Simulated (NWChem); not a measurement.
Molecule: CH₆GeSe; SMILES C[Se][GeH3]

```xyz
9

Se     0.4233     0.9582     0.0101
C     -1.4335     1.5742    -0.0032
H     -1.3957     2.6718    -0.0040
H     -1.9663     1.2345     0.8948
H     -1.9542     1.2330    -0.9076
Ge    -0.0300    -1.3466     0.0038
H      1.3337    -2.0541     0.0212
H     -0.8529    -1.7355     1.2481
H     -0.8208    -1.7366    -1.2608
```
Atoms are numbered in this order, from 1.

Program: NWChem. STO-3G and 3-21G are far too small for this property and stand as cheap habits. Structure relaxed at the PBE0/def2-SVP level. GIAO values for the isolated, static molecule; σ is the absolute isotropic shielding, δ = σ(reference) − σ with the isolated reference molecule computed at the same levels (13C: tetramethylsilane, 1H: tetramethylsilane). Spin-orbit effects, on the heavy nuclei and on their neighbours, are missing.

```json
[
 {"level": "Hartree-Fock/STO-3G", "σ Se1 (ppm)": "2856.7", "δ C2 (ppm)": "14.9", "δ H3 (rotor mean) (ppm)": "0.54", "σ Ge6 (ppm)": "2401.6", "δ H7 (rotor mean) (ppm)": "1.51"},
 {"level": "LDA (Slater exchange, VWN5)/pcSseg-1", "σ Se1 (ppm)": "1947.4", "δ C2 (ppm)": "11.5", "δ H3 (rotor mean) (ppm)": "1.81", "σ Ge6 (ppm)": "1411.8", "δ H7 (rotor mean) (ppm)": "4.98"},
 {"level": "PBE/pcSseg-1", "σ Se1 (ppm)": "1959.7", "δ C2 (ppm)": "12.0", "δ H3 (rotor mean) (ppm)": "1.81", "σ Ge6 (ppm)": "1438.3", "δ H7 (rotor mean) (ppm)": "4.70"},
 {"level": "PBE0/pcSseg-1", "σ Se1 (ppm)": "…", "δ C2 (ppm)": "…", "δ H3 (rotor mean) (ppm)": "1.77", "σ Ge6 (ppm)": "…", "δ H7 (rotor mean) (ppm)": "…"}
]
```

### Question
Some entries are withheld; supply them.

### Answer

- PBE0/pcSseg-1, σ Se1 (ppm): 2070.2
- PBE0/pcSseg-1, δ C2 (ppm): 10.5
- PBE0/pcSseg-1, σ Ge6 (ppm): 1498.1
- PBE0/pcSseg-1, δ H7 (rotor mean) (ppm): 4.58
